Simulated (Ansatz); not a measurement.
CH$_{5}$FGe, SMILES `F[CH2][GeH3]`. The species carries charge 0 and has multiplicity 1. The structure was optimised at the PBE0-D4/def2-TZVP level.

```xyz
8

F     0.541   -1.625   -0.965
C     0.814   -0.343   -0.512
Ge   -0.731    0.373    0.489
H     1.039    0.286   -1.377
H     1.701   -0.386    0.127
H    -1.025   -0.526    1.698
H    -0.378    1.791    0.971
H    -1.960    0.430   -0.430
```

Q: What is the dipole moment at r2SCAN/def2-TZVPP? (Estimate.)

A: Ansatz gave: 1.47 D, with components (0.53, 1.32, 0.36) D in this frame, pointing from negative to positive charge.

Q: And with PBE, B3LYP, ωB97M-V? (Best estimate.)

A: The calculation gave: PBE 1.40 D, B3LYP 1.54 D, ωB97M-V 1.54 D.

Q: Give the Mulliken charges with r2SCAN, PBE, B3LYP in def2-TZVPP. (Best estimate.)

A: Ansatz gave: 
```
atom  r2SCAN    PBE  B3LYP
  F1   -0.24  -0.20  -0.25
  C2    0.05  -0.05  -0.03
 Ge3    0.10   0.08   0.10
  H4    0.07   0.10   0.10
  H5    0.07   0.10   0.10
  H6   -0.01  -0.01  -0.01
  H7   -0.02  -0.01  -0.01
  H8   -0.01  -0.01  -0.01
```

B3LYP here is the variant with VWN-RPA as its local correlation; programs differ in this.
